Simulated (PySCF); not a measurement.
**Magnetisability: SMILES C=C/C(Cl)=C\C=C\C, C7H9Cl**

Geometry:
```csv
atom,x (Å),y (Å),z (Å)
C1,3.546,0.029,0.686
C2,2.223,0.024,0.543
C3,1.511,-0.101,-0.705
Cl4,2.489,-0.253,-2.136
C5,0.173,-0.111,-0.872
C6,-0.819,0.002,0.160
C7,-2.130,-0.016,-0.097
C8,-3.196,0.099,0.934
H9,4.002,0.127,1.656
H10,4.211,-0.063,-0.155
H11,1.593,0.119,1.416
H12,-0.212,-0.214,-1.878
H13,-0.484,0.106,1.182
H14,-2.474,-0.120,-1.118
H15,-3.825,0.965,0.727
H16,-2.775,0.200,1.931
H17,-3.839,-0.781,0.909
```

Computed, not measured: PySCF, GIAO CAM-B3LYP/pcSseg-1 magnetisability, rotational g tensor and spin-rotation constants, non-relativistic, gas phase. Geometry: GFN2-xTB.

How diamagnetic is it, and how anisotropic?

Isotropic -1313 × 10⁻³⁰ J/T², or -79.1 × 10⁻⁶ cm³/mol; principal values -1579, -1278, -1081 × 10⁻³⁰ J/T², anisotropy 435 × 10⁻³⁰ J/T² (root of half the summed squared differences of the principal values). The susceptibility is in cgs units.

Split it along the inertial axes a, b, c into diamagnetic and paramagnetic parts about the centre of mass, with the quadrupole moment.


| axis | χ (10⁻⁶ cm³/mol) | diamagnetic (10⁻⁶ cm³/mol) | paramagnetic (10⁻⁶ cm³/mol) | summed x² of all electrons (Å²) | quadrupole Θ (D Å) |
| --- | --- | --- | --- | --- | --- |
| a | -76.6 | -450.3 | 373.7 | 396.5 | +5.69 |
| b | -65.5 | -1742.0 | 1676.5 | 92.0 | +3.00 |
| c | -95.1 | -2072.5 | 1977.4 | 14.1 | -8.68 |

Anisotropies 2χaa − χbb − χcc = +7.5 and 2χbb − χaa − χcc = +40.7 × 10⁻⁶ cm³/mol. Θ is traceless in Buckingham's convention.

And the rotational g tensor?


```tsv
axis	rotational constant (GHz)	g	nuclear part	electronic part
a	3.5569	-0.0389	0.5856	-0.6245
b	0.7351	-0.0113	0.5677	-0.5790
c	0.6115	+0.0011	0.5692	-0.5681
```
Asymmetric top; isotopes 12C, 35Cl, 1H; no vibrational averaging.
